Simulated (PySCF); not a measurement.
# `C[As](C)(C)(C)C`, C5H15As

Geometry (Å), atoms numbered from 1 in this order:
```xyz
21

As   -0.001   -0.001    0.012
C     0.004   -0.017    2.084
H     0.399   -0.961    2.468
H    -1.008    0.109    2.478
H     0.622    0.792    2.480
C    -0.003    0.016   -2.062
H    -1.010    0.177   -2.455
H     0.364   -0.933   -2.462
H     0.638    0.812   -2.449
C     1.983   -0.025    0.002
H     2.360   -0.539   -0.881
H     2.377   -0.487    0.906
H     2.312    1.016   -0.032
C    -0.970    1.730    0.009
H    -0.878    2.248    0.962
H    -2.023    1.506   -0.175
H    -0.606    2.362   -0.801
C    -1.016   -1.706   -0.012
H    -0.285   -2.510   -0.125
H    -1.696   -1.734   -0.863
H    -1.565   -1.857    0.916
```

The calculation used GIAO KT3/def2-SVP magnetisability, rotational g tensor and spin-rotation constants, non-relativistic, gas phase in PySCF. Geometry: GFN2-xTB.

The calculation is non-relativistic, which matters for the atoms heavier than Zn.

(1) How diamagnetic is it, and how anisotropic?

(2) Split it along the inertial axes a, b, c into diamagnetic and paramagnetic parts about the centre of mass, with the quadrupole moment.

(3) And the rotational g tensor?

## Answers

(1) Isotropic -1480 × 10⁻³⁰ J/T², or -89.1 × 10⁻⁶ cm³/mol; principal values -1652, -1396, -1393 × 10⁻³⁰ J/T², anisotropy 258 × 10⁻³⁰ J/T² (root of half the summed squared differences of the principal values). The susceptibility is in cgs units.

(2) 
| axis | χ (10⁻⁶ cm³/mol) | diamagnetic (10⁻⁶ cm³/mol) | paramagnetic (10⁻⁶ cm³/mol) | summed x² of all electrons (Å²) | quadrupole Θ (D Å) |
| --- | --- | --- | --- | --- | --- |
| a | -99.5 | -650.5 | 551.0 | 105.2 | -6.83 |
| b | -84.0 | -771.4 | 687.4 | 76.7 | +3.41 |
| c | -84.0 | -771.4 | 687.4 | 76.7 | +3.41 |

Anisotropies 2χaa − χbb − χcc = -31.1 and 2χbb − χaa − χcc = +15.5 × 10⁻⁶ cm³/mol. Θ is traceless in Buckingham's convention.

(3) 
| axis | rotational constant (GHz) | g | nuclear part | electronic part |
| --- | --- | --- | --- | --- |
| a | 2.4918 | +0.0081 | 0.6531 | -0.6450 |
| b | 2.0543 | -0.0141 | 0.6493 | -0.6634 |
| c | 2.0525 | -0.0141 | 0.6487 | -0.6628 |

Prolate top; isotopes 75As, 12C, 1H; no vibrational averaging.
